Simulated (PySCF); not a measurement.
These compounds are isomers of formula C4H10O3Si2.

A. `C=CO[SiH2]CC(=O)O[SiH3]`
B. `CO[SiH](O[SiH2]C#C)OC`
C. `C=C[Si@@](O)(C=O)[SiH2]OC`
D. SMILES CO[C@H](O[SiH3])[SiH2]C=C=O

Spectrum 1. $^{1}$H NMR (500 MHz, computed): δ 5.19 (d, 2H), 4.35 (s, 1H), 3.98 (s, 6H), 2.00 (t, 1H). $^{13}$C{$^{1}$H} NMR (computed): δ 102.7 (CH), 92.4 (C), 51.7 (CH3).

Spectrum 2. $^{1}$H NMR (500 MHz, computed): δ 4.93 (s, 3H), 4.70 (m, 1H), 4.62 (m, 1H), 4.53 (m, 1H), 3.62 (s, 3H), 1.38 (m, 1H). $^{13}$C{$^{1}$H} NMR (computed): δ 182.1 (C), 101.5 (CH), 58.0 (CH3), -8.0 (CH).

Spectrum 3. $^{1}$H NMR (500 MHz, computed): δ 6.68 (m, 1H), 5.22 (t, 2H), 4.69 (s, 3H), 4.49 (m, 1H), 4.41 (m, 1H), 2.56 (t, 2H). $^{13}$C{$^{1}$H} NMR (computed): δ 177.9 (C), 156.4 (CH), 95.7 (CH2), 28.5 (CH2).

Spectrum 4. $^{1}$H NMR (500 MHz, computed): δ 12.29 (s, 1H), 6.64 (m, 1H), 6.53 (m, 1H), 6.28 (m, 1H), 5.18 (m, 1H), 5.16 (m, 1H), 3.71 (s, 3H), 1.94 (br s, 1H). $^{13}$C{$^{1}$H} NMR (computed): δ 250.4 (CH), 143.9 (CH2), 140.7 (CH), 56.3 (CH3).

[PySCF 2.14: shieldings: GIAO PBE0/pcSseg-1; structure optimised with GFN2-xTB; relativity neglected; one computed conformer; averaged over atoms made equivalent by symmetry, fast rotation or ring inversion; in vacuum]

Chemical shifts δ = σref − σ; $^{1}$H and $^{13}$C against TMS, all at this level. Where no couplings were computed, multiplicities follow the n + 1 count of equivalent neighbours, and m marks all less simple cases (inequivalent or close neighbours, rings, F or P nearby). Shifts are as computed. Against solution values, carbons near 30 ppm lie about +3 ppm off and those near 130 ppm about +5 ppm. Of 1309 compounds with measured shifts, 239 miss one by over three times the rms of a fit or turn the order of signals round; such compounds aren't used in these exercises. OH and NH positions are gas-phase values without hydrogen bonding to other molecules.

Q: Which spectrum belongs to which compound?

A: 1–B, 2–D, 3–A, 4–C.

- Spectrum 1 (B): 3 $^{13}$C signals; δC 102.7 is a terminal alkyne carbon; δC 92.4 is an alkyne carbon.
- Spectrum 2 (D): 4 $^{13}$C signals; δC 101.5 is an sp3 carbon bearing two oxygens; δC 58.0 is a methyl carbon bonded to O.
- Spectrum 3 (A): 4 $^{13}$C signals; δC 156.4 is an alkene carbon bearing oxygen; δC 95.7 is a β carbon of an enol-ether or enamine type C=C.
- Spectrum 4 (C): 4 $^{13}$C signals; δC 143.9 is a terminal =CH2 carbon; δC 140.7 is an alkene CH.
